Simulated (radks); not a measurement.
Spherical quantum dot in the effective-mass picture: electrons in a parabolic well V = omega^2 r^2 / 2 with omega = 0.89, with a point charge +1 (a donor) at the centre, all in effective atomic units (hartree* = m*/eps^2 hartree, bohr* = eps/m* bohr), one dielectric constant everywhere. Method: non-relativistic Kohn-Sham, r2SCAN, spin-polarised, spherical densities, generalised Kohn-Sham scheme; computed with a radial shooting solver with Libxc functionals. Levels are named by radial order and angular momentum (1s, 1p, 1d, 2s, ...), and open shells are averaged over m. Each electron was tried in the lowest free levels, single moves between levels near the top were tried too, and the lowest total energy was kept; such a search can miss a lower state. At N = 1 the Hartree and exchange-correlation terms need not cancel, so that row can carry a self-interaction error.

N	open shells	2S	E (hartree*)	mu = E(N) - E(N-1) (hartree*)	addition energy mu(N+1) - mu(N) (hartree*)	e(HOMO) (hartree*)	rms radius (bohr*)
1	1s(up 1, down 0)	1	0.0789215	0.078921	0.9044	0.40840	1.021
2	none	0	1.06222	0.98330	1.710	1.2755	1.123
3	1p(up 1, down 0)	1	3.75549	2.6933	0.4361	2.9061	1.367
4	1p(up 2, down 0)	2	6.88490	3.1294	0.4510	3.3542	1.498
5	1p(up 3, down 0)	3	10.4653	3.5804	0.6336	3.8065	1.592
6	1p(up 3, down 1)	2	14.6794	4.2141	0.3912	4.4056	1.674
7	1p(up 3, down 2)	1	19.2847	4.6052	0.4040	4.8063	1.742
8	none	0	24.2939	5.0092	0.9163	5.2123	1.802
9	2s(up 1, down 0)	1	30.2194	5.9255	0.4468	6.1001	1.882
10	none	0	36.5916	6.3723	0.4557	6.5447	1.952
11	1d(up 1, down 0)	1	43.4196	6.8280	0.3424	6.9988	2.015
12	1d(up 2, down 0)	2	50.5899	7.1703	0.3425	7.3418	2.071
13	1d(up 3, down 0)	3	58.1028	7.5129	0.3341	7.6836	2.121
14	1d(up 5, down 0) 2s(up 1, down 0)	6	65.9498	7.8470	0.3508	8.0083	2.167
15	1d(up 5, down 0)	5	74.1476	8.1978	0.4500	8.3591	2.211
16	1d(up 5, down 1)	4	82.7954	8.6478	0.3137	8.8041	2.254
17	1d(up 5, down 2)	3	91.7569	8.9615	0.3154	9.1191	2.294
18	1d(up 5, down 3)	2	101.034	9.2769	0.3149	9.4346	2.331
19	1d(up 5, down 4)	1	110.626	9.5918	0.3134	9.7488	2.367
20	none	0	120.531	9.9052	0.8461	10.061	2.402
21	1f(up 1, down 0)	1	131.282	10.751	0.2877	10.895	2.443
22	1f(up 2, down 0)	2	142.321	11.039	0.2873	11.183	2.481
23	1f(up 3, down 0)	3	153.647	11.326	-	11.470	2.518

All shells are closed at N = 2, 8, 10, 20 (there: 1s2 1p6 1d10 2s2); the second difference of the energy has clear peaks (12 % above both neighbours; the first and last values, which can be the largest, are not judged, and half-filled shells can peak too) at N = 2, 5, 8, 15, 20.
